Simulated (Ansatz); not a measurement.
CH$_{6}$BFSSi, relaxed with RKS PBE0-D4/def2-TZVP in Ansatz from a PBE-D4/def2-SVP geometry. The force threshold is 0.005 eV/Å; the program also tests the step.

Charge 0, multiplicity 1. The bonds changed during the relaxation, so this is another structure than the one it started from.

Start:

```xyz
11

B     0.700   -1.118    0.818
Si    1.580    0.272   -0.239
F     2.728   -0.023   -1.373
S    -0.413   -0.715   -0.833
C    -1.609    0.538   -0.233
H     1.166   -2.234    0.682
H     0.119   -0.804    1.840
H     1.298    1.748   -0.321
H    -2.421    0.005    0.298
H    -2.018    1.081   -1.105
H    -1.130    1.250    0.465
```

```csv
step,energy (eV),largest force (eV/Å),largest move (Å)
1,-23233.2528,1.304,0.000
2,-23233.3168,0.817,0.034
3,-23233.3348,0.099,0.053
4,-23233.3360,0.064,0.037
5,-23233.3364,0.042,0.017
6,-23233.3370,0.010,0.012
7,-23233.3371,0.007,0.005
8,-23233.3371,0.007,0.008
9,-23233.3371,0.006,0.009
10,-23233.3371,0.003,0.002
```

End:

```xyz
11

B     0.711   -1.099    0.831
Si    1.525    0.272   -0.271
F     2.657   -0.027   -1.357
S    -0.404   -0.712   -0.826
C    -1.576    0.531   -0.231
H     1.168   -2.197    0.699
H     0.105   -0.803    1.820
H     1.263    1.730   -0.331
H    -2.402    0.006    0.250
H    -1.941    1.108   -1.080
H    -1.105    1.191    0.496
```

Hardware: 4 threads of a server CPU on a shared host. Wall time 39 s, peak host memory 0.55 GiB.
